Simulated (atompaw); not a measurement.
## PBE PAW (atompaw) dataset for phosphorus (P), scalar-relativistic all-electron reference.

P (Z = 15), PAW, made with atompaw 4.2.0.5 (PBE, scalar-relativistic). Core [Ne], reference 3s2 3p2 (charge +1). Waves: 3s (bound): rc 1.90 bohr; 3s channel at -0.35 Ry: rc 1.40 bohr; 3p (bound): rc 1.90 bohr; 3p channel at -0.65 Ry: rc 1.90 bohr. Local part: bessel scheme, radius 1.65 bohr. Core correction: smooth core density matched at 1.70 bohr. Augmentation charge: gaussian compensation charge, radius 1.55 bohr; PAW radius 1.90 bohr; waves and projectors: custom polynom vanderbiltortho.

All-electron outer shells of the reference configuration (PBE, scalar-relativistic, ld1.x):

```tsv
shell	level (eV)	outermost node (bohr)	outermost maximum (bohr)
3s	-23.29	0.65	1.56
3p	-14.22	0.64	1.76
```

Question: Does the generator finish with these settings?

Answer: Yes, a potential is produced.

Question: Estimate the cutoffs (Ry, on a coarse ladder) from which the occupation-weighted sum of valence levels, in a spherical-Bessel basis at the reference potential, stays within 10 and 1 mRy of its value at 400 Ry.

Answer: 10 Ry and 18 Ry.

Question: Does the potential have ghost states?

Answer: No extra level below or beside the all-electron valence levels (s, p, d, f tested).

Question: Is the overlap operator S = 1 + Σ q|β⟩⟨β| positive definite (Bessel basis up to 400 Ry)?

Answer: Yes: its lowest eigenvalue is 0.06 (s channel).
